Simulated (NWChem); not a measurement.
Species: GeNH2Cl, singlet; SMILES [NH2][Ge][Cl]

```xyz
5

Ge     0.4563     0.5266     0.0000
Cl    -0.1295    -1.6347     0.0000
N     -1.2605     1.1702     0.0000
H     -2.0966     0.5762     0.0000
H     -1.4792     2.1711     0.0000
```
Atoms are numbered in this order, from 1.

Program: NWChem. Low-valent species are run as closed-shell singlets; no triplet was tried in these runs. All runs use the structure optimised with PBE-D3(BJ)/def2-SVP. Ions are spin-unrestricted doublets at the neutral geometry; other ion states weren't tried.

For level PBE/aug-cc-pVDZ:

```
Quantity       Result
-------------  ------
−ε(HOMO) (eV)    6.59
```

Problem. What are these values for level PBE0/aug-cc-pVDZ?

Solution. 
- −ε(HOMO) (eV) = 7.70
